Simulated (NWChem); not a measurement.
**Atomisation of F2Mg**

```
Mg
F 1 1.7682
F 1 1.7682 2 180.00
```
Charge 0, spin multiplicity 1.

Program: NWChem. Structure: optimised with PBE/def2-SVP, a minimum by its harmonic frequencies.

Basis set: def2-TZVP. The atomisation energy is electronic alone: no zero-point, thermal, spin-orbit or counterpoise terms. No value is extrapolated to the basis-set limit. Free atoms are single determinants with multiplicities Mg 1, F 2.

The structure started from a generated list of species. No SCF solution was tested for a lower state. Open-shell Hartree-Fock references start from PBE0 orbitals.

Problem. For the atomisation energy, HF gives 172.9 kcal/mol and LDA (SVWN5) gives 276.3 kcal/mol. What do BLYP, r2SCAN, LC-wPBE (omega 0.3 per bohr) give?

Solution. BLYP: 243.1 kcal/mol; r2SCAN: 245.2 kcal/mol; LC-wPBE (omega 0.3 per bohr): 247.9 kcal/mol.
